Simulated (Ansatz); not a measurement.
`[Li][F]` + `CNC` → `[Li][N](C)C` + H–F at 298.15 K and 1 bar (ligand exchange at a Li–F bond).

Program: Ansatz. Geometries: PBE0-D4/def2-TZVP. ΔE: electronic, gas phase. CCSD(T)/CBS adds triple-zeta CCSD(T) − MP2 to the extrapolated MP2 energy (def2 sets, frozen cores). This one scheme is used for every species. For Li outer-core shells are correlated without core-valence functions, which leaves a few kJ/mol of doubt a bond.

```tsv
species	CCSD(T)/CBS energy (Eh)	H − E (kJ/mol)	S (J/(mol·K))
`[Li][F]`	-107.35723	14.4	200.1
`CNC`	-135.00321	256.9	271.4
`[Li][N](C)C`	-141.90308	227.9	292.7
H–F	-100.39570	33.5	173.6
```

H − E and S are ideal-gas, rigid-rotor, harmonic terms from PBE0-D4/def2-TZVP. 1 Eh = 2625.50 kJ/mol, R = 8.31446 J/(mol·K).

Problem. By hand: ΔE, ΔH, ΔS and ΔG.

Solution. ΔE = (-141.90308) + (-100.39570) − (-107.35723) − (-135.00321) = 0.06166 Eh = 161.9 kJ/mol. Δ(H − E) = 227.9 + 33.5 − 14.4 − 256.9 = -9.9, so ΔH = 152.0 kJ/mol. ΔS = 292.7 + 173.6 − 200.1 − 271.4 = -5.2 J/(mol·K). ΔG = 152.0 − 298.15 × (-5.2)/1000 = 153.6 kJ/mol.

Problem. By hand: the equilibrium constant, and the temperature at which ΔG would vanish if ΔH and ΔS stayed fixed.

Solution. log₁₀ K = −ΔG/(RT ln 10) = -26.9. ΔH and −TΔS have one sign here, so there is no such temperature.

The number of gas molecules stays the same, so ΔS is small and ΔH decides. A doubt of 5 kJ/mol in ΔE shifts log₁₀ K by 0.9 here. These are equilibria of isolated gas molecules and say nothing of rates. Largest T1 diagnostic: 0.013 (customary marks: 0.02 for closed shells, 0.045 for open ones).

ΔS is within the doubt of such terms, so its sign, and with it that verdict, could turn.
